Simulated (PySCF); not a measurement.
## Dipole moment and polarisability of `O[SiH]1CCCC1`

Species: C4H10OSi.
Geometry (PBE0-D3(BJ)/def2-SVP, Å), atoms numbered from 1 in this order:
```
atom  x, y, z in Å
O1     2.422    0.832    0.208
Si2    0.980    0.290    0.861
C3     0.411   -1.421    0.280
C4    -0.768   -1.118   -0.658
C5    -1.551    0.072   -0.089
C6    -0.562    1.201    0.240
H7     2.471    0.881   -0.750
H8     1.208    0.384    2.330
H9     1.202   -2.020   -0.196
H10    0.065   -1.996    1.157
H11   -1.422   -1.993   -0.808
H12   -0.384   -0.846   -1.658
H13   -2.344    0.400   -0.782
H14   -2.063   -0.250    0.836
H15   -0.970    1.939    0.949
H16   -0.296    1.760   -0.675
```

Level: B3LYP/def2-SVPD (PySCF), static field, nuclei fixed, core orbitals frozen in the response. The polarisability tensor in these axes (au):

```
x   79.34  1.39  4.66
y    1.39 75.46  2.23
z    4.66  2.23 71.16
```

Question: Diagonalise the tensor; give its mean and Δα, where Δα² is half the sum of the squared differences of the eigenvalues.

Answer: Principal values 68.72, 75.06 and 82.18 au; mean 75.32 au = 11.16 Å³ = 12.42 × 10⁻⁴⁰ C²·m²/J; Δα = 11.67 au (15 % of the mean).

Question: What is the dipole moment, and where does it point?

Answer: (-1.21, -0.41, -1.38) D, 1.87 D in size, pointing from the negative to the positive side. Measured along this direction, the outermost atoms are H8 at the negative end and H13 and H11 at the positive end.

Question: Give the eigenvalues of the traceless quadrupole moment Θ = ½Σq(3rr − r²1), origin at the centre of nuclear charge.

Answer: -8.09, 1.12, 6.96 D·Å. The values depend on the origin, since the dipole doesn't vanish. The electronic extent ⟨r²⟩ about the same centre is 745 bohr², a root-mean-square distance of 1.93 Å for the 56 electrons.

Question: Give the principal axes and the span of the nuclei along them.

Answer: Largest value along (0.85, 0.32, 0.42), where the nuclei span 4.60 Å; middle along (-0.38, 0.92, 0.07), 4.56 Å; least along (-0.37, -0.22, 0.90), 3.36 Å. 

Question: Find the Langevin capture rate constant for NH4+ (18.034 u) meeting this molecule (102.050 u), k = 2.342 × 10⁻⁹ cm³/s × √(α in Å³ / reduced mass in u).

Answer: The reduced mass is 15.33 u, so k = 2.00 × 10⁻⁹ cm³/s. The formula leaves out the permanent dipole, which adds to the capture rate.

Question: Sum over states: ᾱ = Σ f/ω², ω in Eh. What share falls to these 10 lowest TDDFT singlets (eV, f)? 6.45, 0.0111; 6.96, 0.0059; 7.24, 0.0003; 7.45, 0.0012; 7.67, 0.0002; 7.75, 0.0471; 8.01, 0.0142; 8.10, 0.0098; 8.22, 0.0382; 8.30, 0.0084.

Answer: They add up to 1.68 au, 2.2 % of the 75.32 au; the largest single term is 0.58 au, from the state at 7.75 eV. Terms in order: 0.20, 0.09, 0.00, 0.02, 0.00, 0.58, 0.16, 0.11, 0.42, 0.09 au. Higher excitations give the rest. The strengths listed sum to 0.137.

Isolated species at its PBE0-D3(BJ)/def2-SVP geometry (one conformer only).

The run behind these numbers computed excited states and ΔSCF ions as well. Hardware: one thread, Arm Neoverse V1 (aarch64), shared host with 64 logical CPUs at a one-minute load of 32. Cost: 95 s (grids of density and orbitals included), 0.95 GiB resident at most.
